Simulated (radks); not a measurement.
The numbers below are computed, except where a source is named.
Coulomb parameter of the 4f shell of neutral holmium in the model configuration [Xe] 4f9.5 6s2 6p1.5, as a second difference U = [E(n + 0.5) + E(n - 0.5) - 2 E(n)] / (0.5)^2 with all orbitals relaxed. "Bare": the charge of the atom changes with n. "Screened": the 6p shell takes up the change at fixed total charge, which measures U(4f,4f) + U(6p,6p) - 2 U(4f,6p). Code: a radial shooting solver on a logarithmic mesh with Libxc functionals. Model: scalar-relativistic Kohn-Sham, r2SCAN, spin-unpolarised, spherical densities, finite nucleus; meta-GGA in the generalised Kohn-Sham scheme; Fermi nuclear charge, rms radius 5.2022 fm.

case                  configuration  E - E(n) (eV)
start          [Xe] 4f9.5 6s2 6p1.5          0.000
bare +0.5       [Xe] 4f10 6s2 6p1.5         -7.090
bare -0.5        [Xe] 4f9 6s2 6p1.5         11.117
screened +0.5     [Xe] 4f10 6s2 6p1         -6.455
screened -0.5      [Xe] 4f9 6s2 6p2          8.962

U(bare) = 16.108 eV, U(screened by 6p) = 10.028 eV, against the Slater integral F0(4f,4f) = 32.977 eV with frozen orbitals. The step up makes a negative ion, whose loosely bound charge lowers the bare value.
